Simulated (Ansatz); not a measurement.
Cartesian coordinates in Å:
```
F 0.7089 1.3854 -1.6709
Si 0.0971 -0.0114 -1.1710
Si -0.0877 -0.0319 1.1714
F -1.2256 0.9929 1.6510
H -1.2216 -0.1977 -1.8284
H 1.0182 -1.0979 -1.5990
H -0.4765 -1.3957 1.6199
H 1.1872 0.3562 1.8271
```

Charge 0, multiplicity 1.

(1) List the r2SCAN/def2-TZVPP orbital energies in eV (Ansatz). (An estimate is asked.)

Results:

(1) Ansatz gave: Occupied: -1792.14, -1792.14, -666.27, -666.27, -142.51, -142.51, -97.42, -97.42, -97.35, -97.34, -97.34, -97.33, -31.36, -31.34, -14.94, -13.79, -11.75, -11.50, -11.37, -11.24, -11.19, -10.60, -8.90, -8.79, -7.49. Lowest empty: -1.56, -1.16, 0.50, 1.06, 1.36, 1.75, 2.19, 3.74.
